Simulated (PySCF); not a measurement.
How methods differ on the excitation energy of Al²⁺

Al²⁺ [Ne] 3s1 (2S) → Al²⁺ [Ne] 3p1 (2P), as a difference of total energies. Computed with PySCF 2.14 in aug-cc-pCVTZ-DK with one added diffuse shell each of s, p, d, f type (9s8p6d4f, 91 functions), with scalar relativity by spin-free X2C-1e. Correlated levels: nothing frozen. The calculations carry no spin-orbit coupling.

```
                 method  excitation energy (eV)
                    UHF                   6.599
    MP2 (all electrons)                   6.704
SCS-MP2 (all electrons)                   6.677
   CCSD (all electrons)                   6.700
CCSD(T) (all electrons)                   6.703
```

**Question.** How much does correlation contribute at CCSD(T) (all electrons)?

**Answer.** 6.703 − (6.599) = 0.104 eV, measured against UHF.

A first-order spin-orbit estimate (lowest level to lowest level, LS coupling) adds -0.015 eV.
